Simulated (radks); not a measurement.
Task: The mean radii <r> (bohr) of the occupied orbitals of an atom or ion are listed with their occupations. All-electron calculation, scalar-relativistic Kohn-Sham, PBE, spin-polarised, spherical densities, finite nucleus; Fermi nuclear charge, rms radius of each element as measured or else 0.836 A^(1/3) + 0.57 fm. Program: a radial shooting solver on a logarithmic mesh with Libxc functionals.

orbital  occ.      <r>
1s up       1  0.01899
1s down     1  0.01899
2s up       1  0.08038
2s down     1  0.08038
2p up       3  0.07172
2p down     3  0.07172
3s up       1   0.2087
3s down     1   0.2087
3p up       3   0.2085
3p down     3   0.2085
3d up       5   0.1890
3d down     5   0.1890
4s up       1   0.4683
4s down     1   0.4683
4p up       3   0.4977
4p down     3   0.4977
4d up       5   0.5353
4d down     5   0.5353
5s up       1    1.127
5s down     1    1.126
5p up       3    1.315
5p down     3    1.310
4f up       7   0.6718
4f down     7   0.6706
6s up       1    2.729

Name the element and its charge. Open shells, if any, are filled with parallel spins first.

Result: Z = 72, hafnium, charge +3: Hf3+ in [Xe] 4f14 6s1. The 1s radius gives Z: for a bare nucleus <r> = (2 gamma + 1)/(2Z) with gamma = sqrt(1 - (Z/c)^2), 0.01876 bohr for Z = 72, and screening makes it slightly larger (0.01899 here). The occupations add up to 69, and the charge is Z minus that.
